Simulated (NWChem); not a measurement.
System: C2H8Si; SMILES C[SiH2]C

Computed with NWChem. Medium grid unless said otherwise, to which SCAN and Minnesota functionals are sensitive. All runs use the structure optimised with PBE0/def2-SVP. Computed dipoles belong to the equilibrium geometry; the measured one is vibrationally averaged.

Measured dipole moment: 0.75 D (NIST CCCBDB, as tabulated in the package chemicals).

```json
[
 {"level": "LDA (Slater exchange, VWN5)/def2-TZVPD", "dipole moment (D)": "0.81", "computed − measured": "+0.06", "relative time (rough)": "1"},
 {"level": "PBE/def2-TZVPD", "dipole moment (D)": "…", "computed − measured": "…", "relative time (rough)": "1"},
 {"level": "BLYP/def2-TZVPD", "dipole moment (D)": "0.78", "computed − measured": "+0.03", "relative time (rough)": "1"},
 {"level": "TPSS/def2-TZVPD", "dipole moment (D)": "…", "computed − measured": "…", "relative time (rough)": "1"},
 {"level": "r2SCAN/def2-TZVPD", "dipole moment (D)": "0.82", "computed − measured": "+0.07", "relative time (rough)": "1"},
 {"level": "B3LYP/def2-TZVPD", "dipole moment (D)": "0.76", "computed − measured": "+0.01", "relative time (rough)": "1"},
 {"level": "PBE0/def2-TZVPD", "dipole moment (D)": "0.79", "computed − measured": "+0.04", "relative time (rough)": "1"},
 {"level": "M06-2X/def2-TZVPD", "dipole moment (D)": "0.69", "computed − measured": "-0.06", "relative time (rough)": "1"},
 {"level": "CAM-B3LYP/def2-TZVPD", "dipole moment (D)": "0.75", "computed − measured": "0.00", "relative time (rough)": "10"},
 {"level": "Hartree-Fock/def2-TZVPD", "dipole moment (D)": "0.73", "computed − measured": "-0.02", "relative time (rough)": "1"}
]
```

What belongs in the gaps?


- TPSS/def2-TZVPD, dipole moment (D): 0.77
- TPSS/def2-TZVPD, computed − measured: +0.02
- PBE/def2-TZVPD, dipole moment (D): 0.81
- PBE/def2-TZVPD, computed − measured: +0.06
